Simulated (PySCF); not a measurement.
(E)-2-chloro-1-fluoroprop-1-ene (C₃H₄ClF), SMILES F/C=C(/Cl)C.

The structure is a stationary point at PBE0-D3(BJ)/def2-SVP.

The numbers are results of PBE/def2-TZVP run with PySCF, not measurements.

Symmetry labels are those of the subgroup Cs that the program uses (full group Cs).

Computed valence orbital energies around the gap with their symmetry:
```json
[
 {"orbital": "HOMO−7", "symmetry": "A\"", "energy (eV)": "-11.53"},
 {"orbital": "HOMO−6", "symmetry": "A\"", "energy (eV)": "-10.53"},
 {"orbital": "HOMO−5", "symmetry": "A'", "energy (eV)": "-10.41"},
 {"orbital": "HOMO−4", "symmetry": "A'", "energy (eV)": "-9.69"},
 {"orbital": "HOMO−3", "symmetry": "A'", "energy (eV)": "-9.11"},
 {"orbital": "HOMO−2", "symmetry": "A\"", "energy (eV)": "-8.47"},
 {"orbital": "HOMO−1", "symmetry": "A'", "energy (eV)": "-7.59"},
 {"orbital": "HOMO", "symmetry": "A\"", "energy (eV)": "-5.86"},
 {"orbital": "LUMO", "symmetry": "A\"", "energy (eV)": "-0.91"},
 {"orbital": "LUMO+1", "symmetry": "A'", "energy (eV)": "-0.36"},
 {"orbital": "LUMO+2", "symmetry": "A'", "energy (eV)": "0.75"},
 {"orbital": "LUMO+3", "symmetry": "A'", "energy (eV)": "1.71"}
]
```
